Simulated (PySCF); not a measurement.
Isomers of CH4OSi. All species are isolated molecules in the gas phase. One relaxed conformer stands for each flexible species; it need not be the lowest. Strings in code marks are SMILES.

Computed with B3LYP-D3(BJ)/def2-TZVP in PySCF. All candidates: neutral, multiplicity 1. B3LYP has the VWN-RPA correlation part, as in Gaussian. 

| Quantity | Result |
|---|---|
| HOMO | -5.65 eV |
| HOMO–LUMO gap | 4.22 eV |
| LUMO | -1.43 eV |

Q: Say which member has these values.
(A) `C=[SiH]O` (C–Si–O–H torsion 0°)
(B) `OC=[SiH2]` (H–O–C–Si torsion 15°)
(C) `C1O[SiH2]1`
(D) `C[SiH]=O`

A: B, `OC=[SiH2]` (H–O–C–Si torsion 15°). The others give `C=[SiH]O` (C–Si–O–H torsion 0°): -5.98 eV, 5.49 eV, -0.50 eV; `C1O[SiH2]1`: -7.49 eV, 6.73 eV, -0.76 eV; `C[SiH]=O`: -7.63 eV, 5.91 eV, -1.72 eV
